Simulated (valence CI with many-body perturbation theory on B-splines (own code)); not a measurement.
**E1 line list for Sn XXXVI**

Level of theory: valence CI with perturbative core correlation (CI+MBPT): five valence electrons over a frozen Dirac-Fock core [Ne], radial functions for each j: 11 s, 11 p, 10 d, 8 f, 5 g, 2 h, with the one-electron correlation potential Σ1 (screened to all orders), the two-electron term Σ2, the three-electron term Σ3, Breit, model QED; selected single and double excitations, second order for the rest, scaled by the run's own slope (own B-spline code, finite nucleus).

No measured spectrum was set against this ion. As an estimate, large intervals hold to a few tenths of a per cent, small ones and those within an open d or f shell to about a per cent. Among the levels kept, up to 4300 cm⁻¹ of a level comes from second order outside the variational space, and about a tenth of that is noise between levels of different J, which matters for small intervals.

Lines 101 to 150 of 569 in falling wavelength, among levels below 33.391 Ry, chosen from the strongest by gf and those to the six lowest levels. Wavelengths and rates use the calculated energies. Electric multipoles are in the length gauge with retardation, E1 and E2 with the static RPA response of the core. Weak lines are less certain than strong ones. Lines between different terms over intervals too small for the method are left out, as are lines whose strength nearly cancels. Where a level lies close to another of its J and parity, the split of strength between their lines is uncertain. The highest levels of a list are the least certain.

Levels are named by their leading jj configuration (3d3/2^4 stands for four electrons in 3d with j = 3/2), which in mixed levels can hold well under half, so a name can repeat and another be missing. Letters in brackets count levels of one name in rising energy.

| λ vac (nm) | Upper | Lower | A (s⁻¹) | S (a.u.) |
| --- | --- | --- | --- | --- |
| 7.805 | (3s 3p1/2 3p3/2^2 3d5/2) J=3/2 [d] | (3s^2 3p1/2 3p3/2 3d5/2) J=5/2 [b] | 3.36e+10 | 3.15e-02 |
| 7.801 | (3s^2 3p3/2 3d3/2^2) J=3/2 [b] | (3s^2 3p3/2^2 3d3/2) J=1/2 | 2.00e+10 | 1.88e-02 |
| 7.796 | (3s 3p1/2 3p3/2^2 3d3/2) J=3/2 [f] | (3s^2 3p1/2 3p3/2 3d3/2) J=1/2 [b] | 3.88e+10 | 3.63e-02 |
| 7.796 | (3s 3p1/2^2 3d3/2 3d5/2) J=5/2 [a] | (3s 3p1/2^2 3p3/2 3d3/2) J=3/2 [a] | 2.04e+10 | 2.87e-02 |
| 7.793 | (3s 3p1/2 3p3/2^2 3d5/2) J=5/2 [d] | (3s^2 3p1/2 3p3/2 3d5/2) J=3/2 [a] | 3.07e+10 | 4.31e-02 |
| 7.790 | (3s 3p1/2 3p3/2^2 3d3/2) J=1/2 [d] | (3s^2 3p1/2 3p3/2 3d3/2) J=1/2 [c] | 6.11e+10 | 2.85e-02 |
| 7.786 | (3s 3p1/2 3p3/2^2 3d5/2) J=3/2 [e] | (3s 3p1/2 3p3/2^3) J=3/2 [b] | 3.98e+10 | 3.70e-02 |
| 7.784 | (3s 3p1/2 3p3/2^2 3d3/2) J=5/2 [a] | (3s^2 3p1/2^2 3d5/2) J=5/2 | 2.15e+10 | 3.00e-02 |
| 7.778 | (3s 3p1/2^2 3p3/2 3d5/2) J=3/2 [a] | (3s 3p1/2^2 3p3/2^2) J=5/2 | 1.77e+10 | 1.64e-02 |
| 7.770 | (3s^2 3p1/2^2 3d5/2) J=5/2 | (3s^2 3p1/2^2 3p3/2) J=3/2 | 5.28e+10 | 7.34e-02 |
| 7.767 | (3s 3p1/2 3p3/2^2 3d5/2) J=9/2 [c] | (3s^2 3p1/2 3p3/2 3d5/2) J=7/2 [b] | 1.30e+11 | 3.02e-01 |
| 7.767 | (3s 3p1/2 3p3/2^2 3d5/2) J=3/2 [d] | (3s^2 3p1/2 3p3/2 3d5/2) J=3/2 [b] | 2.18e+10 | 2.02e-02 |
| 7.762 | (3s^2 3p1/2 3p3/2 3d3/2) J=5/2 [b] | (3s^2 3p1/2 3p3/2^2) J=3/2 | 2.98e+10 | 4.13e-02 |
| 7.760 | (3s 3p3/2^3 3d3/2) J=5/2 [b] | (3s^2 3p3/2^2 3d5/2) J=3/2 | 5.37e+10 | 7.44e-02 |
| 7.750 | (3s 3p3/2^3 3d5/2) J=7/2 [b] | (3s^2 3p3/2^2 3d5/2) J=5/2 [a] | 1.79e+10 | 3.28e-02 |
| 7.734 | (3s 3p1/2^2 3p3/2^2) J=1/2 | (3s^2 3p1/2^2 3p3/2) J=3/2 | 4.31e+10 | 1.97e-02 |
| 7.729 | (3s^2 3p3/2^2 3d3/2) J=3/2 [b] | (3s^2 3p3/2^3) J=3/2 | 1.74e+10 | 1.59e-02 |
| 7.723 | (3s 3p1/2 3p3/2^2 3d3/2) J=3/2 [b] | (3s^2 3p1/2 3p3/2 3d3/2) J=3/2 [a] | 2.25e+10 | 2.04e-02 |
| 7.722 | (3s 3p1/2 3p3/2^2 3d3/2) J=5/2 [f] | (3s^2 3p1/2 3p3/2 3d3/2) J=5/2 [c] | 7.26e+10 | 9.90e-02 |
| 7.722 | (3s 3p1/2 3p3/2^2 3d3/2) J=3/2 [g] | (3s^2 3p1/2 3p3/2 3d3/2) J=1/2 [c] | 2.07e+10 | 1.88e-02 |
| 7.720 | (3s 3p1/2 3p3/2^2 3d3/2) J=3/2 [b] | (3s^2 3p1/2 3p3/2 3d3/2) J=5/2 [a] | 3.89e+10 | 3.53e-02 |
| 7.707 | (3s 3p1/2 3p3/2^2 3d5/2) J=7/2 [f] | (3s^2 3p1/2 3p3/2 3d5/2) J=5/2 [b] | 1.62e+11 | 2.93e-01 |
| 7.705 | (3s 3p1/2 3p3/2^2 3d3/2) J=3/2 [f] | (3s^2 3p1/2 3p3/2 3d3/2) J=5/2 [b] | 1.84e+10 | 1.67e-02 |
| 7.696 | (3s 3p1/2 3p3/2^2 3d3/2) J=5/2 [b] | (3s 3p1/2^2 3p3/2^2) J=3/2 | 4.83e+10 | 6.52e-02 |
| 7.695 | (3s^2 3p3/2 3d3/2 3d5/2) J=5/2 [c] | (3s^2 3p3/2^2 3d3/2) J=3/2 [b] | 2.61e+10 | 3.53e-02 |
| 7.679 | (3s^2 3p3/2 3d3/2 3d5/2) J=7/2 [d] | (3s^2 3p3/2^2 3d3/2) J=7/2 | 6.16e+10 | 1.10e-01 |
| 7.674 | (3s 3p1/2 3p3/2^2 3d5/2) J=3/2 [f] | (3s^2 3p1/2 3p3/2 3d5/2) J=1/2 | 1.68e+11 | 1.50e-01 |
| 7.672 | (3s^2 3p1/2 3p3/2 3d3/2) J=1/2 [b] | (3s^2 3p1/2 3p3/2^2) J=3/2 | 2.56e+10 | 1.14e-02 |
| 7.671 | (3s^2 3p1/2 3p3/2 3d5/2) J=3/2 [b] | (3s^2 3p1/2 3p3/2^2) J=1/2 | 2.92e+10 | 2.60e-02 |
| 7.659 | (3s 3p1/2^2 3p3/2 3d5/2) J=3/2 [a] | (3s^2 3p1/2^2 3d3/2) J=3/2 | 6.78e+09 | 6.02e-03 |
| 7.649 | (3s^2 3p3/2 3d3/2 3d5/2) J=5/2 [b] | (3s^2 3p3/2^2 3d3/2) J=7/2 | 4.17e+10 | 5.53e-02 |
| 7.643 | (3s 3p1/2^2 3p3/2^2) J=3/2 | (3s^2 3p1/2^2 3p3/2) J=3/2 | 7.07e+10 | 6.23e-02 |
| 7.640 | (3s 3p1/2 3p3/2^2 3d5/2) J=5/2 [g] | (3s^2 3p1/2 3p3/2 3d5/2) J=5/2 [b] | 1.32e+11 | 1.74e-01 |
| 7.635 | (3s^2 3p1/2 3d3/2 3d5/2) J=7/2 | (3s^2 3p1/2 3p3/2 3d3/2) J=5/2 [a] | 4.14e+10 | 7.28e-02 |
| 7.626 | (3s 3p1/2^2 3p3/2 3d5/2) J=3/2 [b] | (3s 3p1/2^2 3p3/2^2) J=1/2 | 3.73e+10 | 3.26e-02 |
| 7.623 | (3s 3p1/2 3p3/2^2 3d5/2) J=7/2 [e] | (3s^2 3p1/2 3p3/2 3d5/2) J=7/2 [b] | 2.19e+10 | 3.84e-02 |
| 7.621 | (3s^2 3p3/2 3d5/2^2) J=5/2 | (3s^2 3p3/2^2 3d5/2) J=5/2 [b] | 4.19e+10 | 5.50e-02 |
| 7.619 | (3s 3p3/2^3 3d3/2) J=1/2 [a] | (3s 3p1/2 3p3/2^3) J=3/2 [b] | 7.96e+10 | 3.48e-02 |
| 7.615 | (3s 3p1/2 3p3/2^2 3d5/2) J=7/2 [e] | (3s^2 3p1/2 3p3/2 3d3/2) J=5/2 [c] | 5.20e+10 | 9.06e-02 |
| 7.608 | (3s 3p1/2 3p3/2^2 3d5/2) J=5/2 [d] | (3s^2 3p1/2 3p3/2 3d3/2) J=5/2 [b] | 2.26e+10 | 2.95e-02 |
| 7.604 | (3s 3p1/2 3p3/2^2 3d5/2) J=5/2 [a] | (3s^2 3p1/2 3p3/2 3d3/2) J=7/2 | 2.19e+10 | 2.85e-02 |
| 7.604 | (3s 3p1/2 3p3/2^2 3d3/2) J=3/2 [c] | (3s^2 3p1/2 3p3/2 3d3/2) J=3/2 [a] | 1.68e+10 | 1.46e-02 |
| 7.603 | (3s^2 3p1/2 3p3/2 3d3/2) J=5/2 [c] | (3s^2 3p1/2 3p3/2^2) J=5/2 | 4.19e+10 | 5.46e-02 |
| 7.597 | (3s 3p1/2^2 3d3/2 3d5/2) J=3/2 [b] | (3s 3p1/2^2 3p3/2 3d3/2) J=3/2 [b] | 3.65e+10 | 3.16e-02 |
| 7.595 | (3s^2 3p1/2 3p3/2 3d5/2) J=7/2 [b] | (3s^2 3p1/2 3p3/2^2) J=5/2 | 7.35e+10 | 1.27e-01 |
| 7.591 | (3s 3p1/2^2 3p3/2 3d5/2) J=3/2 [b] | (3s^2 3p1/2^2 3d5/2) J=5/2 | 6.26e+10 | 5.40e-02 |
| 7.590 | (3s 3p1/2 3p3/2^2 3d5/2) J=5/2 [f] | (3s^2 3p1/2 3p3/2 3d5/2) J=7/2 [b] | 1.65e+10 | 2.14e-02 |
| 7.589 | (3s^2 3p1/2 3d3/2 3d5/2) J=5/2 | (3s^2 3p1/2 3p3/2 3d3/2) J=3/2 [a] | 3.94e+10 | 5.11e-02 |
| 7.586 | (3s^2 3p1/2 3d3/2 3d5/2) J=5/2 | (3s^2 3p1/2 3p3/2 3d3/2) J=5/2 [a] | 1.90e+10 | 2.45e-02 |
| 7.581 | (3s 3p1/2 3p3/2^2 3d5/2) J=5/2 [f] | (3s^2 3p1/2 3p3/2 3d3/2) J=5/2 [c] | 1.12e+10 | 1.45e-02 |
